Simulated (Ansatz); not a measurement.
Program: Ansatz. Geometries: PBE0-D4/def2-TZVP. ΔE: electronic, gas phase. CCSD(T)/CBS adds triple-zeta CCSD(T) − MP2 to the extrapolated MP2 energy (def2 sets, frozen cores). This one scheme is used for every species. DFT in def2-TZVPP. One conformer a species, not always the lowest.

`N[SiH2]B(O)O` + `N[SiH](F)S` → `N[SiH2]S[SiH](N)F` + `OBO`  (cleavage of the Si–B bond)

`N[SiH2]B(O)O`:

Z-matrix (Å, degrees):
```
Si
B 1 2.037
N 1 1.744 2 103.3
H 1 1.491 2 112.4 3 113.5
H 1 1.498 2 114.0 3 -125.5
O 2 1.360 1 128.4 3 162.9
O 2 1.359 1 115.1 3 -17.1
H 3 1.010 1 117.7 2 -72.7
H 3 1.009 1 118.0 2 152.9
H 6 0.958 2 113.5 1 -1.5
H 7 0.965 2 110.5 1 -0.3
```

`N[SiH](F)S`:

Cartesian coordinates in Å:
```
N -0.981 -0.244 -0.957
Si 0.131 -0.287 0.313
F -0.440 0.113 1.755
S 1.622 1.146 -0.158
H -1.556 -1.036 -1.189
H -1.324 0.616 -1.350
H 0.607 -1.677 0.459
H 1.942 1.369 1.128
```

`N[SiH2]S[SiH](N)F`:

Z-matrix (Å, degrees):
```
Si
S 1 2.171
N 1 1.706 2 117.0
H 1 1.481 2 108.0 3 122.6
H 1 1.482 2 103.0 3 -119.8
Si 2 2.105 1 98.1 3 -44.2
H 3 1.008 1 119.0 2 -67.8
H 3 1.009 1 117.1 2 69.4
N 6 1.708 2 109.5 1 -39.6
F 6 1.600 2 113.4 1 76.5
H 6 1.480 2 107.3 1 -168.2
H 9 1.008 6 119.6 2 -45.0
H 9 1.009 6 119.8 2 171.1
```

`OBO`:

Cartesian coordinates in Å:
```
O 0.171 -1.049 0.256
B -0.154 0.165 -0.272
O 0.180 1.292 0.400
H -0.106 -1.785 -0.292
H -0.728 0.275 -1.318
H 0.636 1.102 1.226
```

```tsv
level	ΔE (kJ/mol)
PBE0-D4	-103.1
ωB97X-V	-102.4
```

Question: What does CCSD(T)/CBS give? (Best estimate.)

Answer: The calculation gave: -106.9 kJ/mol. The listed levels differ from it by 3.8, 4.5 kJ/mol.

Largest T1 diagnostic among the species: 0.013.

The D4 term adds −11.0 kJ/mol with B3LYP and −6.3 kJ/mol with PBE0; it sums over pairs of atoms, weighted by their polarisabilities, and B3LYP, whose exchange is more repulsive, gets the larger term. From PBE to PBE0 (25 % exact exchange), in def2-TZVPP and without D4, ΔE moves by −7.0 kJ/mol.

CCSD(T)/CBS has its own doubt, a few kJ/mol and more with outer-core shells, so smaller differences from it don't rank the levels.

B3LYP here is the variant with VWN-RPA as its local correlation; programs differ in this.
